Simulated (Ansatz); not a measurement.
```yaml
crystal:
  periodic: [true, true, true]
  atoms:
    - {symbol: Si, position_ang: [-1.168887, 1.141722, -0.698368]}
    - {symbol: In, position_ang: [0.947532, -0.173412, 0.318437]}
    - {symbol: Se, position_ang: [0.459664, -2.677079, 1.002952]}
    - {symbol: H, position_ang: [-2.423790, 0.216150, -0.768013]}
    - {symbol: H, position_ang: [-0.847999, 1.654998, -2.139588]}
    - {symbol: H, position_ang: [-1.513236, 2.381068, 0.189924]}
    - {symbol: H, position_ang: [2.642540, 0.376096, 0.609547]}
    - {symbol: H, position_ang: [1.904186, -2.919553, 1.485119]}
basis:
  gaussian: {orbitals: x2c-TZVPPall, fitting: {mean_field: def2-universal-jkfit}, final_grid: {core_spheres: 8, valence_spheres: 7, degree: 23}}
magnetization: {spin_polarized: true, initial_magnetization: 2}
hamiltonian: {xc: {name: LC-wPBE}}
scf: {lower_state_search: full}
```

```sh
$ ansatz run in.yaml --threads 4 --pin off --events-out ev --progress --plain --max-ram 10444MiB
```

Shortened log:

```
Error: YAML parse error: error: line 2 column 3: crystal: missing field `lattice` (a structure is typed as `lattice` and `atoms`, a molecule's as `atoms` in Å alone, or read from a run's directory, `checkpoint`)
 --> <input>:2:3
1 | crystal:
2 |   periodic: [true, true, true]
3 |   atoms:
4 |     - {symbol: Si, position_ang: [-1.168887, 1.141722, -0.698368]}
```

**Question.** What is wrong with this run?

**Answer.** The molecule is marked periodic without a cell. The input was rejected before any iteration.
